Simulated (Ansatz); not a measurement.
`[Cl][SnH]([Cl])[Br]` → `[Cl][Sn][Br]` + HCl at 400 K and 1 bar (stannylene formation by 1,1-elimination).

Program: Ansatz. Geometries: PBE0-D4/def2-TZVP. ΔE: electronic, gas phase. CCSD(T)/CBS is the MP2 limit (def2-TZVPP, def2-QZVPP) plus CCSD(T) − MP2 in def2-TZVPP, frozen cores. This one scheme is used for every species. Elements past krypton have def2 core potentials. For Br, Sn outer-core shells are correlated without core-valence functions, which leaves a few kJ/mol of doubt a bond. Scalar relativity is left out up to krypton.

```
              species  CCSD(T)/CBS energy (Eh)  H − E (kJ/mol)  S (J/(mol·K))
`[Cl][SnH]([Cl])[Br]`              -3707.63582            55.3          392.6
       `[Cl][Sn][Br]`              -3247.23683            24.0          339.6
                  HCl               -460.38127            29.6          195.4
```

H − E and S are ideal-gas, rigid-rotor, harmonic terms from PBE0-D4/def2-TZVP. 1 Eh = 2625.50 kJ/mol, R = 8.31446 J/(mol·K).

Question: By hand: ΔE, ΔH, ΔS and ΔG.

Answer: ΔE = (-3247.23683) + (-460.38127) − (-3707.63582) = 0.01772 Eh = 46.5 kJ/mol. Δ(H − E) = 24.0 + 29.6 − 55.3 = -1.7, so ΔH = 44.8 kJ/mol. ΔS = 339.6 + 195.4 − 392.6 = 142.4 J/(mol·K). ΔG = 44.8 − 400 × (142.4)/1000 = -12.2 kJ/mol.

Question: By hand: the equilibrium constant, and the temperature at which ΔG would vanish if ΔH and ΔS stayed fixed.

Answer: log₁₀ K = −ΔG/(RT ln 10) = 1.6. ΔG = 0 at ΔH/ΔS = 315 K.

The number of gas molecules changes by +1, which sets the sign of ΔS. A doubt of 5 kJ/mol in ΔE shifts log₁₀ K by 0.7 here. These are equilibria of isolated gas molecules and say nothing of rates. Largest T1 diagnostic: 0.012 (customary marks: 0.02 for closed shells, 0.045 for open ones).
